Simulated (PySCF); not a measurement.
HOSi, SMILES O=[SiH], multiplicity 2.

Geometry: PBE-D3(BJ)/def2-TZVPD. The isomer is the one that the SMILES or the coordinates give; other isomers of the formula were not compared.

Level of theory: PySCF with TDA-B3LYP/def2-TZVPD.

Vertical excitations. Gas-phase values at a fixed geometry.

Task: Estimate the UV-visible absorptions. (Estimate from the structure and the level; the computed values follow.)

Result: 
```tsv
state	energy (eV)	λ (nm)	f	main pairs
root 1	2.83	438	0.007	α HOMO→LUMO 87 %, β HOMO−1→LUMO 11 %
root 2	2.96	419	0.017	β HOMO→LUMO 90 %
root 3	3.11	399	0.009	α HOMO→LUMO 11 %, β HOMO−1→LUMO 87 %
root 4	4.11	302	0.008	α HOMO−1→LUMO 25 %, β HOMO−2→LUMO 70 %
root 5	4.41	281	0.004	α HOMO−1→LUMO 28 %, β HOMO−1→LUMO+1 50 %, β HOMO−2→LUMO 18 %
root 6	4.52	274	0.001	α HOMO−2→LUMO 24 %, β HOMO→LUMO+1 73 %
root 7	5.08	244	0.011	α HOMO−2→LUMO 73 %, β HOMO→LUMO+1 24 %
root 8	5.51	225	0.010	α HOMO→LUMO+1 95 %
root 9	5.83	213	0.002	α HOMO−3→LUMO 17 %, β HOMO−2→LUMO+1 80 %
root 10	6.22	199	0.079	α HOMO→LUMO+2 81 %
```
Unrestricted roots are not spin-pure.
